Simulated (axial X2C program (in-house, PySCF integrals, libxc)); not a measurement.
## Potential curves of PtP⁺, with spin–orbit coupling

Calculated with an axial X2C code built on PySCF integrals. Two-component (2c) means X2C with spin–orbit coupling and atomic mean-field two-electron Coulomb and Gaunt terms. Basis: Pt dyall-cv3z [13s14p9d6f4g], P dyall-v3z [8s7p2d1f] (cores contracted in-house); Gaussian nuclei, density fitting, unrestricted open shells. Masses: Pt 194.965 u, P 30.974 u.

State: Ω = 0 (closed shell). Energies in kJ/mol from the fragments at the same level (Pt+ + P). Fits are polynomials in 1 − R0/R over 0.85 to 1.23 times the lowest point R0.

| R (Å) | PBE50 | PBE0 |
| --- | --- | --- |
| 1.8791 | -299.74 | -393.90 |
| 1.9390 | -316.70 | -414.72 |
| 1.9990 | -317.92 | -419.75 |
| 2.0690 | -304.64 | -410.81 |
| 2.1389 | -280.22 | -390.62 |
| 2.2289 | -238.46 | -353.84 |

The state is a single determinant with fixed occupations, the lowest that a limited PBE0 search found. The closed shell is kept restricted, so the energy runs too high when the bond is stretched far. Dissociation energies refer to the lowest single-determinant-based atoms at the same level and basis. The functionals have no current-density term, which raises determinants with orbital currents, atoms included.

Task: Fit the PBE50 curve near its minimum: give the equilibrium distance, the harmonic wavenumber and the well depth.

Result: At PBE50, 2c: Re = 1.974 Å, ωe ≈ 625 cm⁻¹, De = 3.31 eV to Pt+ + P; Be follows as 0.162 cm⁻¹.

Task: Fit the PBE0 curve near its minimum: give the equilibrium distance, the harmonic wavenumber and the well depth.

Result: At PBE0, 2c: Re = 1.992 Å, ωe ≈ 599 cm⁻¹, De = 4.35 eV to Pt+ + P; Be follows as 0.159 cm⁻¹.
